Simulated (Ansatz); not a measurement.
Geometry optimisation, Ansatz 0.2.0, RKS B3LYP/STO-3G.

Input file:

```yaml
crystal:
  periodic: [false, false, false]
  atoms:
    - { symbol: C, position_ang: [-1.1046, 0.8147, 1.0422] }
    - { symbol: "N", position_ang: [-0.0112, 0.8698, 0.1118] }
    - { symbol: C, position_ang: [-0.2621, -0.0164, -1.054] }
    - { symbol: C, position_ang: [0.8523, -1.1285, -0.8057] }
    - { symbol: Al, position_ang: [1.423, -0.2189, 0.7885] }
    - { symbol: H, position_ang: [-2.0136, 1.393, 0.5539] }
    - { symbol: H, position_ang: [-0.8689, 1.4173, 1.9613] }
    - { symbol: H, position_ang: [-1.4259, -0.158, 1.2955] }
    - { symbol: H, position_ang: [-1.2644, -0.3997, -1.0637] }
    - { symbol: H, position_ang: [0.0133, 0.5277, -1.9556] }
    - { symbol: H, position_ang: [0.2751, -2.1065, -0.5494] }
    - { symbol: H, position_ang: [1.76032, -1.37978, 1.74254] }
    - { symbol: H, position_ang: [2.8483, 0.1751, 1.2798] }
basis:
  gaussian: { orbitals: STO-3G }
hamiltonian:
  xc: b3lyp
relax:
  f_tol: 0.02
  max_steps: 50
```

Run as:

```bash
$ ansatz run input.yaml --threads 1 --pin off --max-ram 2048MiB --backend cpu --events-out ev --progress --plain --runs-dir out
```

**Question.** Where does it end, and by what steps?

**Answer.** The run converged. Limits of this set-up: minimal basis. After 16 steps the energy has fallen by 4.441 eV; H13 moved furthest, 1.34 Å. Joined: N2–C4.

```csv
step,energy less start (eV),largest force component (eV/Å),accepted
0,0.0000,4.333,yes
1,-1.8662,2.098,yes
2,-2.6882,1.093,yes
3,-3.1947,1.303,yes
4,-3.6669,1.037,yes
5,-4.0101,0.507,yes
6,-4.1788,0.687,yes
7,-4.2936,0.527,yes
8,-4.3392,0.553,yes
9,-4.3687,0.308,yes
10,-4.3879,0.211,yes
11,-4.3984,0.799,yes
12,-4.4317,0.107,yes
13,-4.4385,0.130,yes
14,-4.4404,0.049,yes
15,-4.4405,0.105,yes
16,-4.4409,0.018,yes
```

```xyz
13
Properties=species:S:1:pos:R:3
C -1.292 0.539 1.048
N 0.032 0.335 0.345
C -0.041 0.003 -1.137
C 0.425 -1.109 -0.206
Al 1.841 -0.262 0.759
H -1.599 1.597 0.954
H -1.165 0.297 2.119
H -2.082 -0.108 0.621
H -1.063 -0.037 -1.547
H 0.671 0.544 -1.783
H -0.333 -1.887 -0.009
H 1.963 -0.620 2.208
H 2.866 0.497 -0.026
```

Time of the run: 86 s on 1 thread of Arm Neoverse N1, with other jobs on the host, peak memory 0.12 GiB.
